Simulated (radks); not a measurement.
Question: All-electron atom: Cl3+ in [Ne] 3s2 3p2. Calculated with a radial shooting solver on a logarithmic mesh with Libxc functionals: Dirac Kohn-Sham, BLYP, spin-unpolarised, spherical densities, finite nucleus; open shells fill j = l - 1/2 first; Fermi nuclear charge, rms radius 3.3654 fm.

Spin-orbit splittings of the eigenvalues, e(l+1/2) - e(l-1/2), with zeta = 2 splitting/(2l+1) and mean radii in bohr:

shell  occ.  splitting (eV)  zeta (eV)  <r> j=l-1/2  <r> j=l+1/2
2p        6           1.711      1.141       0.4041       0.4064
3p        2               ?          ?        1.516        1.521

Estimate the 3p splitting.

Answer: 0.1868 eV (zeta = 0.1245 eV).
